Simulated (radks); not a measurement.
Results of a calculation; reference values are marked as such.
Valence configurations of the ruthenium ion Ru2+ (all share [Kr]). Level of theory: scalar-relativistic Kohn-Sham, LDA (Slater exchange, Perdew-Wang correlation), spin-polarised, spherical densities, finite nucleus; open shells are filled with parallel spins first (spin-orbit coupling, left out, can overturn this in heavy ions); Fermi nuclear charge, rms radius 4.4809 fm (a radial shooting solver on a logarithmic mesh with Libxc functionals). Energies are relative to 4d6; eigenvalues in eV for spin up.

| valence | E (eV) | moment (Bohr magnetons) | e(4d) | e(5p) | e(5s) |
|---|---|---|---|---|---|
| 4d6 | 0.000 | 4 | -25.412 | - | - |
| 4d5 5p1 | 9.376 | 6 | -30.169 | -16.280 | - |
| 4d5 5s0.5 5p0.5 | 6.216 | 6 | -29.637 | -15.953 | -22.265 |
| 4d4 5p2 | 24.576 | 6 | -34.598 | -18.056 | - |
| 4d5 5s1 | 3.063 | 6 | -29.098 | - | -21.901 |
| 4d4 5s2 | 13.203 | 4 | -32.473 | - | -23.088 |
| 4d3 5s1 5p2 | 35.311 | 6 | -38.074 | -19.184 | -26.348 |
| 4d5.5 5p0.5 | 4.524 | 5 | -27.789 | -15.239 | - |
| 4d5.5 5s0.5 | 1.470 | 5 | -27.243 | - | -20.959 |
| 4d4.5 5s1.5 | 8.034 | 5 | -30.790 | - | -22.522 |

NIST lists [Kr] 4d6 as the ground configuration; this level of theory agrees among the configurations tried. The energies are those of spherical high-spin densities, not of single terms.
